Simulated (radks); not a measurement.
Charge is removed step by step from the 1s down level of Al8+, starting from 1s(up 1, down 1) 2s2 2p1. Calculated with a radial shooting solver on a logarithmic mesh with Libxc functionals: scalar-relativistic Kohn-Sham, LDA (Slater exchange, Perdew-Wang correlation), spin-polarised, spherical densities, point nucleus; open shells are filled with parallel spins first.

removed (e)  E - E(0) (eV)  eigenvalue (eV)  E minus straight line (eV)
0                    0.000          -1803.7                       0.000
0.125               226.68          -1823.3                      -7.835
0.25                455.78          -1842.5                     -13.244
0.375               687.27          -1861.3                     -16.278
0.5                 921.05          -1879.4                     -17.006
0.625               1157.0          -1896.5                     -15.526
0.75                1395.1          -1912.2                     -11.986
0.875               1635.0          -1925.3                      -6.628
1                   1876.1          -1929.8                       0.000

Removing the whole electron costs 1876.1 eV by Delta-SCF, against 1803.7 eV from minus the eigenvalue at the starting occupation. Slater's transition state (half an electron removed) gives 1879.4 eV. Integrating minus the eigenvalue over the occupation (Janak's theorem) gives 1876.1 eV. In this scalar-relativistic scheme the density is built from large components alone, so the theorem holds only approximately. The mean slope of the eigenvalue, de/dn, is 126 eV per electron.
